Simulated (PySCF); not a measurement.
**Radial density of Ar³⁺ (argon, charge +3)**

UHF, [Ne] 3s2 3p3, high-spin 4S determinant. Calculation: PySCF 2.14, in an uncontracted even-tempered set (20 s from 0.09 bohr⁻², ratio 2.5; 13 p from 0.12 bohr⁻², ratio 2.5; 5 d from 1.2 bohr⁻², ratio 2.7; 5 f from 1.8 bohr⁻², ratio 2.7); the spin-free X2C one-electron Hamiltonian (Gaussian nucleus).

| r (bohr) | 4πr²ρ (e/bohr) | 4πr²(ρα − ρβ) |
| --- | --- | --- |
| 0.00119 | 0.08135 | 0.0000 |
| 0.00200 | 0.2150 | 0.0000 |
| 0.00337 | 0.5574 | 0.0000 |
| 0.00567 | 1.403 | 0.0001 |
| 0.00953 | 3.351 | 0.0003 |
| 0.0160 | 7.321 | 0.0010 |
| 0.0270 | 13.73 | 0.0050 |
| 0.0454 | 19.98 | 0.0253 |
| 0.0763 | 19.71 | 0.1140 |
| 0.128 | 14.56 | 0.3723 |
| 0.216 | 18.38 | 0.6549 |
| 0.363 | 19.17 | 0.2388 |
| 0.611 | 6.434 | 0.2529 |
| 1.03 | 4.478 | 2.3641 |
| 1.73 | 2.434 | 1.5295 |
| 2.91 | 0.1323 | 0.0959 |
| 4.89 | 8.316e-05 | 0.0001 |

Densities and radii are taken from the X2C orbitals without a picture-change correction, which distorts them close to the nucleus.
